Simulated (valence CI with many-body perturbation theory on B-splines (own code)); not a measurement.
**E1 transitions of Dy¹⁵⁺**

Method: configuration interaction combined with many-body perturbation theory (CI+MBPT): five valence electrons over a frozen Dirac-Fock core [Kr] 4d10, radial functions for each j: 7 s, 7 p, 7 d, 7 f, 4 g, 2 h, with the one-electron correlation potential Σ1 (screened to all orders), the two-electron term Σ2, the three-electron term Σ3, Breit, model QED; selected single and double excitations, second order for the rest, scaled by the run's own slope (own B-spline code, finite nucleus).

No measured spectrum was set against this ion. As an estimate, terms of the open shell hold to a few per cent of their energy, and close levels can change places; configurations with another count of f electrons can be misplaced by thousands of cm⁻¹. Core correlation moves these levels by up to 60000 cm⁻¹, and in measured spectra 5 to 20 % of such shifts remained as error; rates that hang on mixing are uncertain with them. Among the levels kept, up to 940 cm⁻¹ of a level comes from second order outside the variational space, and about a tenth of that is noise between levels of different J, which matters for small intervals.

Lines 1 to 50 of 123 in falling wavelength, among levels below 5.939 eV, chosen from the strongest by gf and those to the six lowest levels. Wavelengths and rates use the calculated energies, so an error of 2000 cm⁻¹ moves a line at 24780 Å by 50 % and its rate by three times that or more. Electric multipoles are in the length gauge, E1 and E2 with the static RPA response of the core. Weak lines are less certain than strong ones. Lines between different terms over intervals too small for the method are left out, as are lines whose strength nearly cancels. Where a level lies close to another of its J and parity, the split of strength between their lines is uncertain. The highest levels of a list are the least certain.

Names give the largest LS component (configuration and term), which can be under half, so a name can repeat, a term be missing and a line seem to break the LS rules; names also repeat where a configuration has a term twice. Letters in brackets count levels of one name in rising energy.

```tsv
λ vac (Å)	Upper	Lower	A (s⁻¹)	log gf	Branch %
24780	4f4.5s 4I_9/2	4f5 4G°_7/2	2.94e-03	-8.57	0.0
23630	4f4.5s 6F_7/2	4f5 4F°_5/2	6.42e-03	-8.37	0.0
22820	4f4.5s 6F_5/2	4f5 4G°_5/2 [b]	9.71e-04	-9.34	0.0
21570	4f4.5s 6I_9/2	4f5 6F°_7/2	6.85e-04	-9.32	0.0
21500	4f5 4D°_7/2	4f4.5s 6F_5/2	2.58e-02	-7.84	0.2
21430	4f5 4I°_15/2	4f4.5s 6I_17/2	2.32e-03	-8.59	0.0
19950	4f5 4I°_13/2	4f4.5s 6I_15/2	7.54e-03	-8.20	0.0
19380	4f4.5s 6S_5/2	4f5 4F°_5/2	2.95e+00	-6.00	12.3
19240	4f4.5s 6I_11/2	4f5 6F°_9/2	9.98e-04	-9.18	0.0
18920	4f4.5s 6F_7/2	4f5 4G°_9/2	5.68e-04	-9.61	0.0
18680	4f5 4K°_11/2	4f4.5s 4I_9/2	6.58e-01	-6.38	2.0
17490	4f4.5s 6I_13/2	4f5 6F°_11/2	5.39e-04	-9.46	0.0
17170	4f5 4M°_15/2	4f4.5s 6I_13/2	1.30e-03	-9.04	0.0
16240	4f5 4M°_19/2	4f4.5s 6I_17/2	3.92e-04	-9.51	0.0
15400	4f4.5s 6F_7/2	4f5 4G°_5/2 [b]	2.04e-02	-8.24	0.0
15180	4f5 4F°_7/2	4f4.5s 4I_9/2	2.66e-02	-8.13	0.0
14110	4f5 4G°_11/2	4f4.5s 4I_9/2	1.95e-02	-8.15	0.1
13470	4f4.5s 6S_5/2	4f5 4G°_5/2 [b]	2.92e+00	-6.32	12.2
13360	4f4.5s 6F_9/2	4f5 4G°_9/2	1.24e-02	-8.48	0.0
13150	4f4.5s 4I_11/2	4f5 4I°_13/2	4.92e+00	-5.82	10.7
12390	4f4.5s 4I_11/2	4f5 4I°_11/2	5.26e+00	-5.84	11.5
11970	4f5 4I°_11/2	4f4.5s 6I_13/2	4.07e-02	-7.98	0.1
11740	4f5 4I°_15/2	4f4.5s 6I_15/2	2.28e-02	-8.12	0.1
11330	4f5 4I°_13/2	4f4.5s 6I_13/2	7.38e-02	-7.70	0.2
11260	4f4.5s 4I_11/2	4f5 4I°_9/2	7.12e-02	-7.79	0.2
11180	4f4.5s 6F_5/2	4f5 4G°_7/2	5.04e-02	-8.25	0.0
10970	4f5 4L°_15/2	4f4.5s 6I_17/2	3.84e-03	-8.96	0.0
9607	4f4.5s 6F_3/2	4f5 4F°_3/2	3.90e-02	-8.67	0.0
9329	4f4.5s 6F_7/2	4f5 4I°_9/2	3.42e-02	-8.45	0.0
9043	4f4.5s 6F_7/2	4f5 4G°_7/2	2.14e-02	-8.68	0.0
8914	4f5 4I°_9/2	4f4.5s 6I_11/2	4.89e-02	-8.23	0.1
8714	4f4.5s 6I_9/2	4f5 6H°_11/2	1.83e-04	-10.68	0.0
8638	4f5 4L°_17/2	4f4.5s 6I_17/2	1.48e-02	-8.53	0.1
8635	4f5 4L°_13/2	4f4.5s 6I_15/2	1.03e-01	-7.79	0.3
8604	4f4.5s 6F_5/2	4f5 4F°_3/2	7.82e-02	-8.28	0.0
8603	4f4.5s 6I_7/2	4f5 6H°_9/2	7.43e-04	-10.18	0.0
8432	4f4.5s 6I_11/2	4f5 6H°_13/2	4.50e-03	-9.24	0.0
8419	4f5 4G°_5/2 [a]	4f4.5s 6I_7/2	1.42e-02	-9.04	0.0
8342	4f4.5s 6S_5/2	4f5 4G°_7/2	1.26e-01	-8.10	0.5
8310	4f5 4I°_11/2	4f4.5s 6I_11/2	4.29e-01	-7.27	1.0
8112	4f5 4I°_15/2	4f4.5s 6I_13/2	2.45e-01	-7.41	0.6
8001	4f5 4I°_13/2	4f4.5s 6I_11/2	4.07e-01	-7.26	1.3
7919	4f4.5s 6I_13/2	4f5 6H°_15/2	1.11e-02	-8.84	0.0
7741	4f4.5s 6F_9/2	4f5 4I°_9/2	2.30e-01	-7.69	0.0
7730	4f4.5s 6F_3/2	4f5 4G°_5/2 [a]	7.68e-01	-7.56	0.1
7711	4f5 4L°_15/2	4f4.5s 6I_15/2	2.05e-02	-8.53	0.1
7542	4f4.5s 6F_9/2	4f5 4G°_7/2	4.25e-02	-8.44	0.0
7018	4f5 4G°_7/2	4f4.5s 6I_9/2	4.95e-03	-9.53	0.0
6919	4f4.5s 6I_9/2	4f5 6H°_9/2	8.36e-01	-7.22	4.0
6904	4f4.5s 6I_7/2	4f5 6H°_7/2	5.57e-01	-7.50	3.5
```

(1) How does gf follow from A for the line at 18680 Å?

## Answers

(1) gf = 1.4992 × (2J+1)_upper × A / σ², with σ = 5352 cm⁻¹ and 2J+1 = 12: gf = 4.13e-07.
